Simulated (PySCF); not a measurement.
## The 2-electron isoelectronic series, spin-free X2C

All values are computed (PySCF 2.14, energy differences of UHF-based or UKS calculations, no spin-orbit coupling). Each ion has its own even-tempered basis scaled to its charge (16s7p4d3f3g for the first); frozen: nothing. Ionisation energies in eV, correlation energies of the ion in mhartree.

```
  ion  configuration       UHF       LDA       PBE      PBE0    r2SCAN  MP2 (all electrons)  CCSD (all electrons)  E_corr MP2  E_corr CCSD(T)  NIST (with spin-orbit, Breit and QED)
 W⁷²⁺       1s2 (1S)   79379.2   79288.7   79384.5   79383.4   79389.8              79381.2               79381.2       -73.3           -73.6                    79181.94 ± 0.19 (t)
Re⁷³⁺       1s2 (1S)   81762.6   81670.5   81768.6   81767.3   81773.7              81764.6               81764.6       -74.3           -74.6                     81556.58 ± 0.2 (t)
Os⁷⁴⁺       1s2 (1S)   84191.4   84097.8   84198.2   84196.7   84203.1              84193.5               84193.5       -75.3           -75.6                    83976.18 ± 0.22 (t)
Ir⁷⁵⁺       1s2 (1S)   86666.9   86571.8   86674.6   86672.9   86679.1              86669.0               86669.0       -76.4           -76.7                    86442.44 ± 0.25 (t)
Pt⁷⁶⁺       1s2 (1S)   89189.5   89092.8   89198.1   89196.2   89202.4              89191.6               89191.6       -77.5           -77.7                      88955.1 ± 0.3 (t)
Hg⁷⁸⁺       1s2 (1S)   94379.1   94279.3   94389.7   94387.3   94393.3              94381.3               94381.3       -79.7           -80.0                      94124.7 ± 0.3 (t)
Tl⁷⁹⁺       1s2 (1S)   97048.1   96946.7   97059.8   97057.1   97063.0              97050.3               97050.3       -81.0           -81.3                      96783.2 ± 0.3 (t)
Pb⁸⁰⁺       1s2 (1S)   99767.7   99664.7   99780.5   99777.5   99783.3              99769.9               99769.9       -82.2           -82.5                      99491.8 ± 0.3 (t)
Bi⁸¹⁺       1s2 (1S)  102539.1  102434.5  102553.2  102549.9  102555.5             102541.4              102541.4       -83.5           -83.8                     102251.8 ± 0.4 (t)
```

Interpolate the row of Au⁷⁷⁺.

configuration 1s2 (1S); UHF 91760.1; LDA 91661.8; PBE 91769.7; PBE0 91767.5; r2SCAN 91773.6; MP2 (all electrons) 91762.2; CCSD (all electrons) 91762.3; E_corr MP2 -78.6; E_corr CCSD(T) -78.9; NIST (with spin-orbit, Breit and QED) 91515.8 ± 0.3 (t).

Each ion has its own basis, which adds noise of up to about 0.1 % along the series.

NIST values marked (s) are semi-empirical, (t) theoretical. Open shells are high-spin determinants of the terms that Hund's rules give.

At high Z the X2C-1e correlation energies are inflated by the missing two-electron picture change in the 1s pairs.
